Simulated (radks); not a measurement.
Values are calculated unless marked as measured or tabulated.
The sulfur ion S+ inside a hard spherical wall (all orbitals vanish at R), configuration held at [Ne] 3s2 3p3 and not refilled when levels cross. Level of theory: non-relativistic Kohn-Sham, LDA (Slater exchange, Perdew-Wang correlation), spin-polarised, spherical densities, point nucleus; open shells are filled with parallel spins first (a radial shooting solver on a logarithmic mesh with Libxc functionals). Eigenvalues in eV for spin up, with the zero of energy where the potential of the charges vanishes at infinity; a dash marks a level that is unbound or too diffuse for the functional's potential to be trusted. A positive occupied level is held by the wall or, in an anion where self-interaction has pushed it up, behind a barrier. The pressure on the wall is -dE/dV.

R (bohr) = free: E (hartree) -396.35052; kinetic (hartree) 395.558; e(2s) -221.14; e(2p) -168.20; e(3s) -28.575; e(3p) -17.883; e(4s, empty) -5.410; e(3d, empty) -4.618; pressure (GPa) 0
R (bohr) = 20: E (hartree) -396.35052; kinetic (hartree) 395.558; e(2s) -221.14; e(2p) -168.20; e(3s) -28.575; e(3p) -17.883; e(4s, empty) -5.410; e(3d, empty) -4.618; pressure (GPa) < 0.0001
R (bohr) = 15: E (hartree) -396.35052; kinetic (hartree) 395.558; e(2s) -221.14; e(2p) -168.20; e(3s) -28.575; e(3p) -17.883; e(4s, empty) -5.409; e(3d, empty) -4.618; pressure (GPa) < 0.0001
R (bohr) = 8: E (hartree) -396.35049; kinetic (hartree) 395.558; e(2s) -221.13; e(2p) -168.20; e(3s) -28.573; e(3p) -17.881; e(4s, empty) -5.010; e(3d, empty) -4.521; pressure (GPa) 0.00220
R (bohr) = 6: E (hartree) -396.34874; kinetic (hartree) 395.577; e(2s) -221.03; e(2p) -168.10; e(3s) -28.505; e(3p) -17.806; e(4s, empty) -3.080; e(3d, empty) -4.028; pressure (GPa) 0.234
R (bohr) = 4: E (hartree) -396.25582; kinetic (hartree) 396.200; e(2s) -218.61; e(2p) -165.65; e(3s) -26.895; e(3p) -15.876; e(4s, empty) 10.610; e(3d, empty) -0.153; pressure (GPa) 27.1
R (bohr) = 3: E (hartree) -395.67648; kinetic (hartree) 398.873; e(2s) -210.98; e(2p) -157.91; e(3s) -20.873; e(3p) -8.652; e(4s, empty) 43.469; e(3d, empty) 9.494; pressure (GPa) 347
R (bohr) = 1.5: E (hartree) -379.36940; kinetic (hartree) 442.874; e(2s) -152.33; e(2p) -96.940; e(3s) 92.283; e(3p) 107.22; e(4s, empty) 417.11; e(3d, empty) 108.98; pressure (GPa) 44700
